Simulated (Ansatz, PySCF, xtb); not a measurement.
Pair of molecules: HF (SMILES F) (first 2 atoms) with HI (SMILES I); geometry from B3LYP-D3(BJ)/def2-TZVP.
(charge 0, multiplicity 1):
```xyz
4

F     -0.0701     0.4750    -0.2412
H      0.0048     0.0346     0.5765
I      0.2129    -1.0362     2.9820
H      0.1742     0.4361     3.6486
```

Interaction energies are E(AB) − E(A) − E(B) at the monomers' geometry in the complex; basis-set methods are counterpoise corrected.

Cores are frozen in the correlated methods. Filled d and f shells under p-block atoms count as core.

Programs: Ansatz (Gaussian orbitals); PySCF for the dispersion terms; xtb for the GFN methods. Values without a source in brackets are computed. In def2 rows elements past Kr take small-core potentials, without spin–orbit coupling.

Task: One of these levels gives -121.4 meV for the interaction energy. Which?
A) GFN1-xTB
B) PBE0/def2-TZVPPD
C) B2PLYP/def2-TZVPPD
D) PBE0-D4/def2-TZVPPD

Result: B, PBE0/def2-TZVPPD. The others give -287.6 (GFN1-xTB), -139.5 (PBE0-D4/def2-TZVPPD), -96.6 (B2PLYP/def2-TZVPPD)

Ansatz is a program for electronic structure.
